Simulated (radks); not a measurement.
The numbers below are computed, except where a source is named.
Ne, 10 electrons, occupied as [Ne].

Level of theory: scalar-relativistic Kohn-Sham, PBEsol, spin-polarised, spherical densities, point nucleus (a radial shooting solver on a logarithmic mesh with Libxc functionals).

Energy parts (eV):
| part | energy |
|---|---|
| total | -3501.339 |
| kinetic | 3499.228 |
| electron-nucleus | -8464.619 |
| Hartree | 1791.513 |
| exchange-correlation | -327.460 |

Orbitals (lengths in bohr, moments of r in powers of bohr; r(max) is where P^2 peaks):
| orbital | occ. | eigenvalue (eV) | r(max) |
|---|---|---|---|
| 1s | 2 | -828.3149 | 0.1028 |
| 2s | 2 | -36.2005 | 0.6823 |
| 2p | 6 | -13.2707 | 0.6220 |

The highest occupied level is 2p at -13.271 eV. Summed over all electrons, <r^2> = 9.822 bohr^2, which gives a Langevin (diamagnetic) susceptibility term of -7.78 x 10^-6 cm^3/mol. For comparison, the ionisation energy in NIST's Atomic Spectra Database is 21.565 eV (measured). In exact Kohn-Sham theory the highest level is minus the ionisation energy, but local and semilocal functionals leave it too shallow, through self-interaction and a potential that decays too fast; potentials with the right tail come closer. The density falls to 0.001 e/bohr^3 at r = 2.98 bohr.
